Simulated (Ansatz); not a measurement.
Coupled-cluster diagnostics for CuBr₂, Ansatz.

Geometry of the doublet (PBE-D4/def2-TZVP):

```xyz
3

Cu    0.0000    0.0000    0.0000
Br   -2.0433    0.7456   -0.4372
Br    2.0433   -0.7456    0.4372
```

Correlated methods freeze 27 core orbitals; core or outer-core shells of Br are correlated, in sets that lack core-valence functions.

(1) Estimate the CCSD(T) correlation energy, the shares of MP2 and (T), T1 and the reference's ⟨S²⟩ for: charge 0, doublet, own geometry in def2-TZVP; charge 1, triplet, vertical in def2-TZVP; and the rough time on 4 threads of Arm Neoverse N1 on a shared host.

Results:

(1) 
| state | basis | correlation (eV) | MP2 share (%) | (T) share (%) | T1 | ⟨S²⟩ (pure) | wall time |
| --- | --- | --- | --- | --- | --- | --- | --- |
| charge 0, doublet, own geometry | def2-TZVP | -24.348 | 97.6 | 2.9 | 0.026 | 0.76 (0.75) | 44 s |
| charge 1, triplet, vertical | def2-TZVP | -24.961 | 100.7 | 3.4 | 0.034 | 2.02 (2.00) | 3.1 min |
Customary marks for T1 are 0.02 (closed shells), 0.045 (open shells) and about 0.05 (3d metals). T1 exceeds 0.02 in 2 of 2 rows and 0.045 in 0; the higher it lies, the less the single-reference result can be trusted.
